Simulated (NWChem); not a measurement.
**An input for AlClF2 (SMILES [F][Al]([F])[Cl])**

AlClF2 has 4 atoms, charge 0, and is taken as a singlet. SMILES: `[F][Al]([F])[Cl]`. The coordinates come from a PBE0-D4/def2-TZVP relaxation.

```xyz
4

F     0.9972    0.7218    1.1496
Al    0.0693   -0.0508    0.0536
F     0.2735   -1.6538   -0.1647
Cl   -1.3400    0.9828   -1.0386
```

Settings wanted:

```yaml
task: gradient
method: DFT
functional: PBE0
dispersion: none
basis_set: def2-SVPD
reference: RKS
integration_grid: fine
SCF_convergence_threshold: 1e-08
iteration_cap: 100
symmetry: none
module: dft
```

**Question.** Give an NWChem 7.3.0 job that does this.

**Answer.** This one ran through:

input.xyz:
```
4

F      0.997200     0.721760     1.149640
Al     0.069280    -0.050750     0.053570
F      0.273490    -1.653820    -0.164660
Cl    -1.339980     0.982810    -1.038560
```

run.py:
```python
from ase.io import read
from ase.calculators.nwchem import NWChem

atoms = read('input.xyz')

calc = NWChem(
    label='input',
    theory='dft',
    memory='2200 mb',
    basis='def2-SVPD',
    basispar='spherical bse',
    dft={'xc': 'pbe0', 'mult': '1', 'grid': 'fine', 'convergence': 'energy 1e-08', 'iterations': '100', 'mulliken': None},
)
atoms.calc = calc

forces = atoms.get_forces()
print("Total energy (eV):", round(atoms.get_potential_energy(), 6))
print("forces (eV/A):")
for s, f in zip(atoms.symbols, forces):
    print(f"{s:2s} {f[0]:10.5f} {f[1]:10.5f} {f[2]:10.5f}")
print("dipole (e A):", atoms.get_dipole_moment().round(4))
```

```bash
$ export ASE_NWCHEM_COMMAND="nwchem PREFIX.nwi > PREFIX.nwo"
$ python run.py
```

Calculated total energy: -901.72390 Eh, largest force 0.864 eV/Å.
